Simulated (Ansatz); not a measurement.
Ansatz (a first-principles code) input (CCSD(T)/def2-SVPD):

Ansatz 0.2 input:
```yaml
crystal:
  periodic: [false, false, false]
  atoms:
    - {symbol: In, position_ang: [-0.00000000, 0.00000000, -0.00000000]}
    - {symbol: H, position_ang: [0.72485163, -0.48871366, 1.49348754]}
    - {symbol: H, position_ang: [-0.38147619, 1.66585159, -0.27234235]}
    - {symbol: H, position_ang: [-0.34337544, -1.17713793, -1.22114519]}
basis:
  gaussian:
    orbitals: def2-SVPD
magnetization: {spin_polarized: false}
correlation: {method: ccsd_t, electrons: outside_noble_gas}
output: {forces: true}
```

Output:

```
Functional definition: HF
integrals: 0.03 GiB planned
663 factors; integrals over basis functions are off by at most 2.7e-4 eV
mean field: 0.11 GiB planned
mean field evaluation 1: about -5194.4412 eV, gradient 8.3e0 eV
mean field evaluation 2: about -5194.4448 eV, gradient 8.3e0 eV
mean field evaluation 4: about -5194.8106 eV, gradient 7.9e-1 eV
mean field evaluation 8: about -5194.8124 eV, gradient 7.0e-5 eV
mean field evaluation 16: about -5194.8124 eV, gradient 2.6e-6 eV
mean field -5194.81238990 eV, -190.9058341586 hartree, gradient 2.6e-6 eV, S^2 0.000000; 0 other end points of the search recorded, 0 dependent functions left out
9 core orbitals not correlated
reference -5194.81238990 eV, -190.9058341586 hartree; 3, 3 occupied and 44, 44 virtual orbitals, 663 factors
densities: 0.12 GiB planned
second order -2.02494028 eV of doubles, -0.00000000 eV of singles
coupled cluster: 0.10 GiB planned
cycle   1  -2.47244009 eV  change   -4.5e-1 eV  update   5.3e-2
cycle   2  -2.65731893 eV  change   -1.8e-1 eV  update   1.9e-2
cycle   3  -2.66055843 eV  change   -3.2e-3 eV  update   3.9e-3
cycle   4  -2.66065770 eV  change   -9.9e-5 eV  update   1.2e-3
cycle   5  -2.66057314 eV  change    8.5e-5 eV  update   3.6e-4
cycle   6  -2.66051283 eV  change    6.0e-5 eV  update   8.5e-5
cycle   7  -2.66053410 eV  change   -2.1e-5 eV  update   2.2e-5
cycle   8  -2.66053899 eV  change   -4.9e-6 eV  update   7.8e-6
cycle   9  -2.66053547 eV  change    3.5e-6 eV  update   1.8e-6
perturbative correction -0.03439846 eV, -0.0012641199 hartree
the calculation of the forces begins
Total energy: -5197.50732382 eV, -191.0048711535 hartree
Atom 0 at    -0.000000     0.000000    -0.000000 Å, force     0.000000    -0.000000     0.000000 eV/Å
Atom 1 at     0.724852    -0.488714     1.493488 Å, force     0.144169    -0.097202     0.297046 eV/Å
Atom 2 at    -0.381476     1.665852    -0.272342 Å, force    -0.075873     0.331329    -0.054167 eV/Å
Atom 3 at    -0.343375    -1.177138    -1.221145 Å, force    -0.068295    -0.234126    -0.242879 eV/Å
Dipole moment:    -0.000000     0.000000    -0.000000 e Å
```
